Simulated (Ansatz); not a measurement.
Hexafluoro-1,3-butadiene, charge 0, multiplicity 1.

Question: Give a relaxed structure at PBE0-D4/def2-TZVP (the Gaussian-basis code of Ansatz). (An estimate is asked.)

Answer: Computed: 
```xyz
10

F     0.021   -1.310    2.676
C     0.429   -0.973    1.484
F     1.535   -1.581    1.148
C    -0.203   -0.096    0.708
F    -1.356    0.418    1.148
C     0.281    0.383   -0.571
F     1.606    0.497   -0.711
C    -0.491    0.750   -1.591
F    -1.792    0.641   -1.597
F    -0.031    1.272   -2.694
```
Point group C2.
This is one stationary point; other conformers may exist.
